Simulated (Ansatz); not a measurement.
Reactions of H₈MgN₂Si₂, SMILES `[NH2][Mg][N]([SiH3])[SiH3]`.

Gas-phase electronic energies from Ansatz, PBE0-D4/def2-TZVP geometries. CCSD(T)/CBS is the MP2 limit (def2-TZVPP, def2-QZVPP) plus CCSD(T) − MP2 in def2-TZVPP, frozen cores. This one scheme is used for every species. Functionals use def2-TZVPP. B3LYP here is the variant with VWN-RPA as its local correlation; programs differ in this. For Br, Mg outer-core shells are correlated without core-valence functions, which leaves a few kJ/mol of doubt a bond. Scalar relativity is left out up to krypton. One conformer a species, not always the lowest.

```json
{"reaction": "`[NH2][Mg][N]([SiH3])[SiH3]` + NH₃ → `[NH2][Mg][NH2]` + `[SiH3]N[SiH3]`", "MP2/CBS(def2) (kJ/mol)": "46", "B3LYP-D4 (kJ/mol)": "37", "r2SCAN-D4 (kJ/mol)": "43", "CCSD/CBS(def2) (kJ/mol)": "44", "CCSD(T)/CBS(def2) (kJ/mol)": "46"}
{"reaction": "`[NH2][Mg][N]([SiH3])[SiH3]` + HCl → `[NH2][Mg][Cl]` + `[SiH3]N[SiH3]`", "MP2/CBS(def2) (kJ/mol)": "-101", "B3LYP-D4 (kJ/mol)": "-109", "r2SCAN-D4 (kJ/mol)": "-108", "CCSD/CBS(def2) (kJ/mol)": "-105", "CCSD(T)/CBS(def2) (kJ/mol)": "-100"}
{"reaction": "`[NH2][Mg][N]([SiH3])[SiH3]` + H₂O → `[NH2][Mg][OH]` + `[SiH3]N[SiH3]`", "MP2/CBS(def2) (kJ/mol)": "-17", "B3LYP-D4 (kJ/mol)": "-26", "r2SCAN-D4 (kJ/mol)": "-22", "CCSD/CBS(def2) (kJ/mol)": "-19", "CCSD(T)/CBS(def2) (kJ/mol)": "-15"}
{"reaction": "`[NH2][Mg][N]([SiH3])[SiH3]` + HBr → `[NH2][Mg][Br]` + `[SiH3]N[SiH3]`", "MP2/CBS(def2) (kJ/mol)": "-111", "B3LYP-D4 (kJ/mol)": "-116", "r2SCAN-D4 (kJ/mol)": "-117", "CCSD/CBS(def2) (kJ/mol)": "-114", "CCSD(T)/CBS(def2) (kJ/mol)": "-109"}
```

Largest T1 diagnostic: 0.010, for `[NH2][Mg][N]([SiH3])[SiH3]`.
